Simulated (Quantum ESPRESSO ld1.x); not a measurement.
Neutral boron, configuration [He] 2s2 5s1 (not the ground configuration).

Calculated with ld1.x of Quantum ESPRESSO 7.5: Dirac Kohn-Sham, BLYP, spin-unpolarised, spherical densities, point nucleus.

Energy parts (eV):
total: -663.4
kinetic: 661.8
electron-nucleus: -1495.6
Hartree: 268.8
exchange-correlation: -98.5

Orbitals (lengths in bohr, moments of r in powers of bohr; r(90%) holds 90 % of the orbital's charge):
| orbital | occ. | eigenvalue (eV) | <r^4> | r(90%) | <r> |
|---|---|---|---|---|---|
| 1s1/2 | 2 | -192.571 | 0.05777 | 0.592 | 0.3292 |
| 2s1/2 | 2 | -17.8639 | 25.87 | 2.80 | 1.782 |
| 5s1/2 | 1 | -0.5936 | 355500 | 29.2 | 21.98 |

The highest occupied level is 5s1/2 at -0.594 eV. Summed over all electrons, <r^2> = 537.4 bohr^2, which gives a Langevin (diamagnetic) susceptibility term of -426 x 10^-6 cm^3/mol.
